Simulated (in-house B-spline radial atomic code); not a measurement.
B²⁺. Computed with a B-spline radial atomic code. Model: all-electron spherical atom, spin shells full or empty, radial basis limit, no spin-orbit coupling: exact exchange with a local potential (Slater, KLI or optimised effective potential, whose far tail is KLI's), no correlation.

Empty minority-spin level lies below the highest occupied level: each spin potential is zero at infinity, spin occupations fixed.

The run also made RPA and GW results, which its time includes.

The Slater potential averages the orbital exchange potentials with the orbital densities as weights, KLI adds orbital constants, and the optimised effective potential minimises the exact-exchange energy among local potentials. So their energies lie above Hartree-Fock in the order OEP, KLI, Slater. All fall off as −1/r, unlike LDA and GGA exchange.

Command:
```bash
python run_gw.py task.json out
```
Settings (lengths in bohr, energies in hartree):
```
Z                      5
electrons              3
configuration          [He] 2s1
hamiltonian            nr
method                 slater
lmax                   9
spin_polarised         True
box_radius             17.55
intervals              61
ion_configuration      1s2
```

Time taken, with all properties: 2.2 s on 1 thread of Arm Neoverse N1 (shared host).

Given: hamiltonian non-relativistic; mean-field start Slater potential.

Computed: energy above Hartree-Fock 5.9764 millihartree; virial ratio -E/T less 1 -0.012335.

```
radius (bohr)  r times exchange potential up (hartree bohr)  r times exchange potential down (hartree bohr)
         0.01                                     -0.048405                                       -0.046591
       0.0118                                     -0.057081                                       -0.054945
       0.0139                                     -0.067189                                       -0.064677
       0.0164                                     -0.079186                                       -0.076228
       0.0194                                     -0.093526                                        -0.09004
       0.0229                                      -0.11017                                        -0.10607
        0.027                                      -0.12954                                        -0.12474
       0.0319                                      -0.15247                                        -0.14684
       0.0376                                      -0.17881                                        -0.17225
       0.0444                                      -0.20972                                        -0.20209
       0.0524                                      -0.24529                                        -0.23646
       0.0619                                      -0.28631                                        -0.27615
        0.073                                      -0.33244                                        -0.32085
       0.0862                                      -0.38465                                        -0.37157
        0.102                                      -0.44324                                        -0.42864
         0.12                                      -0.50473                                        -0.48876
        0.142                                      -0.57244                                        -0.55525
        0.167                                      -0.63994                                         -0.6219
        0.197                                      -0.70879                                        -0.69033
        0.233                                       -0.7761                                        -0.75771
        0.275                                             ?                                               ?
        0.325                                      -0.88968                                        -0.87343
        0.383                                      -0.92928                                          -0.917
        0.452                                      -0.94982                                        -0.95023
        0.534                                      -0.93271                                        -0.97319
         0.63                                      -0.84947                                        -0.98714
        0.743                                      -0.72662                                        -0.99465
        0.877                                      -0.67694                                        -0.99813
         1.04                                      -0.71987                                        -0.99949
         1.22                                      -0.79065                                        -0.99988
         1.44                                      -0.86252                                        -0.99998
          1.7                                      -0.92035                                              -1
         2.01                                             ?                                               ?
         2.37                                       -0.9833                                              -1
          2.8                                      -0.99436                                              -1
          3.3                                      -0.99849                                              -1
          3.9                                      -0.99971                                              -1
```

Task: What belongs in the row 0.275?

Result: r times exchange potential up (hartree bohr): -0.837; r times exchange potential down (hartree bohr): -0.81924.

Task: What belongs in the row 2.01?

Result: r times exchange potential up (hartree bohr): -0.96042; r times exchange potential down (hartree bohr): -1.

```csv
occupied,level (hartree),Hartree-Fock level (hartree)
1s up,-8.7593,-8.8398
1s down,-8.7297,-8.7757
2s up,-1.4366,-1.39
```

```csv
empty,level (hartree)
2s down,-1.5533
2p down,-1.3947
2p up,-1.2502
3s down,-0.60564
3s up,-0.58509
3p down,?
3p up,-0.53756
3d down,?
3d up,-0.50101
```

Task: What belongs in the row 3p down?

Result: level (hartree): -0.56022.

Task: What belongs in the row 3d down?

Result: level (hartree): -0.5134.

The highest level, 2s up, differs from Hartree-Fock by -1.3 eV and the deepest, 1s up, by +2.19 eV: the Slater potential lacks the response part and is deeper than the optimised one throughout, so the top level comes too deep.
